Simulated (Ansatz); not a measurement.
A structure relaxed at PBE0-D4/def2-TZVP, charge 0, multiplicity 1:

```xyz
6

F    -1.7798   -0.6734   -0.0924
W    -0.0315   -0.0624    0.0274
F    -0.1745   -0.6636    1.7773
S     1.1372   -1.4771   -0.9686
Cl    1.4652    1.4445    0.8405
Cl   -0.6165    1.4319   -1.5842
```

(1) Give its formula and SMILES.

(2) Point group (tolerance 0.08 Å, 0.16 Å for H)?

(3) Summarise the bond lengths by kind.

Answers

(1) Cl2F2SW, `[F][W]([F])(=[S])([Cl])[Cl]`.

(2) Cs.

(3) 2 × F–W 1.856 Å; 1 × S–W 2.088 Å; 2 × Cl–W 2.274 Å.

Results of the Gaussian-basis code of Ansatz.
